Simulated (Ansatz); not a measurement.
`O[SiH](F)[NH][GeH3]`, charge 0, multiplicity 1.

**Question.** Give a relaxed structure at PBE0-D4/def2-TZVP (Ansatz). (Estimate.)

**Answer.** Computed: 
Z-matrix (Å, degrees):
```
Si
F 1 1.597
N 1 1.698 2 106.8
O 1 1.631 2 112.3 3 120.6
H 1 1.473 2 106.5 3 -125.2
Ge 3 1.845 1 127.1 2 155.9
H 3 1.009 1 117.9 2 -32.2
H 4 0.959 1 118.1 2 -65.4
H 6 1.539 3 109.8 1 -70.6
H 6 1.537 3 110.1 1 49.7
H 6 1.535 3 106.5 1 170.0
```
This is one stationary point; other conformers may exist.
